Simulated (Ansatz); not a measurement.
A structure relaxed at PBE-D4/def2-SVP in Ansatz, charge 0, doublet:

Cartesian coordinates in Å:
```
B -1.778 -0.216 1.907
B 1.849 -1.880 0.349
B 0.820 -2.043 1.493
B 0.553 -0.818 0.381
B -2.261 0.983 1.045
B 1.694 0.325 -1.964
B 1.861 -0.806 -0.864
B -0.519 -1.178 1.788
B 0.387 0.418 -0.833
B -0.681 1.861 -1.407
B -1.719 1.698 -0.249
B -0.832 0.224 0.527
B 0.625 1.433 -2.175
```

Problem. Give its formula and point group.

Solution. the cluster B13 (the lowest doublet isomer of a short search). Point group C2v (tolerance 0.1 Å).

Problem. Summarise the bond lengths by kind (pairs closer than 1.2 times the sum of covalent radii, bridged metal pairs left out).

Solution. 25 × B–B 1.55 to 1.92 Å.

The structure comes from a short search, and lower isomers may exist.
